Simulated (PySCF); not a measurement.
C₅H₇F₂N.
Z-matrix (Å and degrees, GFN2-xTB geometry), rows numbered from 1:
```
C 
C   1  1.3296
C   2  1.4587  1  125.12
N   3  1.2686  2  127.81  1  -179.87
C   4  1.4320  3  123.24  2    -0.02
C   3  1.5176  2  118.74  1     0.09
F   6  1.3575  3  111.68  2    59.19
F   6  1.3575  3  111.71  2   -59.32
H   1  1.0761  2  123.07  3     0.04
H   1  1.0775  2  120.93  3  -179.97
H   2  1.0818  1  119.85  3   179.97
H   5  1.0929  4  111.70  3   -60.78
H   5  1.0891  4  107.22  3   179.89
H   5  1.0928  4  111.73  3    60.57
H   6  1.0989  3  110.69  2   179.94
```

The closed-shell ground state was solved at several levels (PySCF, density fitting, gas phase, non-relativistic).

| level | basis functions | total energy (Eh) | HOMO (eV) | LUMO (eV) | gap (eV) | dipole (D) |
| --- | --- | --- | --- | --- | --- | --- |
| PBE0/def2-SVPD | 222 | -448.3413 | -7.52 | -1.83 | 5.69 | 2.59 |
| wB97X-D/def2-SVPD | 222 | -448.6824 | -9.45 | -0.05 | 9.40 | 2.59 |

Q: What might PBE0/pcSseg-1 (171 basis functions) give for the same quantities?

A: Total energy -448.6035 Eh, HOMO -7.47 eV, LUMO -1.75 eV, gap 5.72 eV, dipole 2.59 D.

Q: Over all these levels, which gives the widest orbital gap and which the narrowest?

A: wB97X-D/def2-SVPD (range-separated hybrid) has the widest, 9.40 eV, and PBE0/def2-SVPD (global hybrid, 25 % exact exchange) the narrowest, 5.69 eV. The two share the basis. From the narrowest to the widest the HOMO moves by -1.93 eV and the LUMO by +1.78 eV.

Q: How far do the dipole and the HOMO energy spread over the levels?

A: The dipole runs from 2.59 to 2.59 D (mean 2.59 D) and the HOMO from -9.45 to -7.47 eV.

One conformer stands for the species.

wB97X-D is run here without its empirical dispersion term; that term would change no orbital, density or response property at a fixed geometry.
